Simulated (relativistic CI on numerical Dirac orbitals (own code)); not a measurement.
# Energy levels of Gd³⁰⁺

These numbers are calculated, not measured: Dirac-Coulomb-Breit CI, orbitals from a KLI potential per configuration, model QED (radiative potential, 1s self-energy scaled to tabulated hydrogen-like ionisation energies), unscaled Slater integrals (own radial code, finite nucleus).

Configuration list (outside the closed core [Ar] 3d10): 4s²4p⁴, 4s4p⁵, 4s²4p³4d, 4p⁶, 4s4p⁴4d, 4s²4p³4f, 4s4p⁴4f, 4p⁵4d, 4s4p³4d², 4s²4p²4d4f, 4p⁵4f, 4p⁴4d², 4p³4d³, 4p³4d²4f. Double excitations out of closed p, d and f shells are left out; levels of such configurations are missing from the list, as are those of other unlisted configurations, and high levels can miss mixing partners.

The lowest level is 4s²4p⁴ ³P2, with 72 % of that term; Hund's rules for 4s²4p⁴ give ³P with J = 2, in agreement.

```
No.  Configuration  Term  J  E (cm⁻¹)   %  Landé g      jj configuration (%)
  1         4s²4p⁴    ³P  2         0  72    1.358              4p3/2^2 (99)
  2         4s²4p⁴    ¹S  0     65079  58                       4p3/2^2 (99)
  3         4s²4p⁴    ³P  1    328692  99    1.498        4p1/2 4p3/2^3 (99)
  4         4s²4p⁴    ¹D  2    360063  71    1.136        4p1/2 4p3/2^3 (99)
  5         4s²4p⁴    ³P  0    718053  57                       4p3/2^4 (98)
  6          4s4p⁵   ³P°  2    891405  73    1.470           4s 4p3/2^3 (73)
  7     4p³(2P°)4d   ³P°  1    924191  19    1.202          4p3/2 4d3/2 (63)
  8     4p³(2D°)4d   ³F°  2    944319  32    1.040          4p3/2 4d3/2 (81)
  9     4p³(2P°)4d   ³P°  0    954210  51                   4p3/2 4d3/2 (95)
 10     4p³(2P°)4d   ³F°  3    959537  27    1.176          4p3/2 4d3/2 (86)
 11     4p³(2P°)4d   ³F°  4   1021273  43    1.294          4p3/2 4d5/2 (96)
 12          4s4p⁵   ³P°  1   1028238  28    1.329           4s 4p3/2^3 (45)
 13     4p³(2D°)4d   ³D°  2   1068478  33    1.311          4p3/2 4d5/2 (72)
 14       4s²4p³4d   ³D°  3   1104640  23    1.130          4p3/2 4d5/2 (73)
 15     4p³(4S°)4d   ³D°  1   1141833  58    0.875          4p3/2 4d5/2 (77)
 16          4s4p⁵   ³P°  0   1204772  50              4s 4p1/2 4p3/2^4 (50)
 17     4p³(2D°)4d   ³D°  1   1227294  30    1.074  4p1/2 4p3/2^2 4d3/2 (78)
 18     4p³(2D°)4d   ³F°  2   1239510  45    1.021  4p1/2 4p3/2^2 4d3/2 (95)
 19     4p³(2D°)4d   ¹S°  0   1261363  45           4p1/2 4p3/2^2 4d3/2 (43)
 20     4p³(2D°)4d   ³F°  3   1261590  44    1.113  4p1/2 4p3/2^2 4d3/2 (89)
 21     4p³(2D°)4d   ³D°  1   1281357  41    0.916  4p1/2 4p3/2^2 4d5/2 (45)
 22     4p³(2D°)4d   ³G°  4   1294080  54    1.083  4p1/2 4p3/2^2 4d3/2 (93)
 23     4p³(2D°)4d   ³D°  3   1307138  59    1.324  4p1/2 4p3/2^2 4d5/2 (96)
 24     4p³(4S°)4d   ⁵D°  4   1317020  44    1.274  4p1/2 4p3/2^2 4d5/2 (94)
 25     4p³(2P°)4d   ³F°  2   1333996  57    0.862  4p1/2 4p3/2^2 4d3/2 (89)
 26     4p³(2D°)4d   ³F°  4   1351506  63    1.166  4p1/2 4p3/2^2 4d5/2 (94)
 27     4p³(2D°)4d   ³G°  5   1365154  99    1.197  4p1/2 4p3/2^2 4d5/2 (99)
 28     4p³(2D°)4d   ³S°  1   1388406  33    1.362  4p1/2 4p3/2^2 4d3/2 (48)
 29     4p³(2D°)4d   ³P°  2   1401299  50    1.325  4p1/2 4p3/2^2 4d3/2 (64)
 30     4p³(4S°)4d   ³D°  3   1413574  64    1.200  4p1/2 4p3/2^2 4d3/2 (75)
 31     4p³(2P°)4d   ³D°  2   1417189  51    1.242  4p1/2 4p3/2^2 4d5/2 (89)
 32     4p³(2D°)4d   ³P°  0   1419673  40           4p1/2 4p3/2^2 4d5/2 (61)
 33     4p³(2D°)4d   ³P°  1   1439786  45    1.188  4p1/2 4p3/2^2 4d3/2 (42)
 34     4p³(2P°)4d   ¹F°  3   1440382  36    1.134  4p1/2 4p3/2^2 4d5/2 (97)
 35     4p³(2D°)4d   ³D°  2   1461978  35    1.054  4p1/2 4p3/2^2 4d5/2 (76)
 36     4p³(2D°)4d   ³S°  1   1481061  22    1.230  4p1/2 4p3/2^2 4d3/2 (59)
 37     4p³(2D°)4d   ¹F°  3   1488451  41    1.042  4p1/2 4p3/2^2 4d5/2 (66)
 38     4p³(2D°)4d   ¹P°  1   1515336  40    1.153  4p1/2 4p3/2^2 4d5/2 (54)
 39     4p³(2D°)4d   ¹D°  2   1534039  41    1.186  4p1/2 4p3/2^2 4d5/2 (83)
 40     4p³(2P°)4d   ³F°  4   1706886  55    1.220        4p3/2^3 4d5/2 (97)
 41     4p³(2P°)4d   ³P°  0   1712444  75                 4p3/2^3 4d3/2 (82)
 42     4p³(2P°)4d   ³P°  2   1715477  39    1.261        4p3/2^3 4d5/2 (94)
 43     4p³(2P°)4d   ³P°  1   1723447  38    1.234        4p3/2^3 4d3/2 (76)
 44     4p³(2P°)4d   ³D°  3   1752940  46    1.216        4p3/2^3 4d5/2 (78)
 45     4p³(2P°)4d   ³D°  2   1757150  43    1.031        4p3/2^3 4d3/2 (84)
```

Energies count from the lowest computed level; ° marks odd parity. Percentages are summed over parent terms; the parents shown are those of the largest component, closed shells are left out there. Filled j subshells are mostly left out of the jj labels.

The mean weight of the leading LS term, summed over parents, in these 45 levels is 48 %, and that of the leading jj configuration (from the same eigenvectors) 79 %, so jj coupling describes them better and the LS labels are nominal.

At this charge energies of transitions that change n are usually good to better than 1 %, and those within a shell (Δn = 0) to a few per cent.

LS names give the leading component of a level, which can be under half, so a name can repeat, a term be missing and a line seem to break the LS rules.
